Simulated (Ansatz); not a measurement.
`CCN[SiH3]` and `NCN[SiH3]` differ in one atom or group.

Ansatz, PBE0-D4/def2-TZVP geometries, multiplicity 1. Each molecule was computed in one conformer, which needn't be the lowest.

| property | `CCN[SiH3]` |
| --- | --- |
| HOMO energy (B3LYP/def2-TZVPP) / eV | -6.56 |
| LUMO energy (ωB97M-V/def2-TZVPP) / eV | 2.06 |
| LUMO energy (PBE/def2-TZVPP) / eV | -0.31 |
| HOMO energy (PBE0/def2-TZVPP) / eV | -6.77 |
| HOMO–LUMO gap (B3LYP/def2-TZVPP) / eV | 6.83 |
| LUMO energy (B3LYP/def2-TZVPP) / eV | 0.27 |

(1) What does the change do to each property? (An estimate is asked.)

Results:

(1) Computed: 
| property | `NCN[SiH3]` | shift |
| --- | --- | --- |
| HOMO energy (B3LYP/def2-TZVPP) / eV | -6.58 | -0.02 |
| LUMO energy (ωB97M-V/def2-TZVPP) / eV | 2.09 | 0.03 |
| LUMO energy (PBE/def2-TZVPP) / eV | -0.28 | 0.03 |
| HOMO energy (PBE0/def2-TZVPP) / eV | -6.79 | -0.02 |
| HOMO–LUMO gap (B3LYP/def2-TZVPP) / eV | 6.88 | 0.05 |
| LUMO energy (B3LYP/def2-TZVPP) / eV | 0.30 | 0.03 |

B3LYP here is the variant with VWN-RPA as its local correlation; programs differ in this.
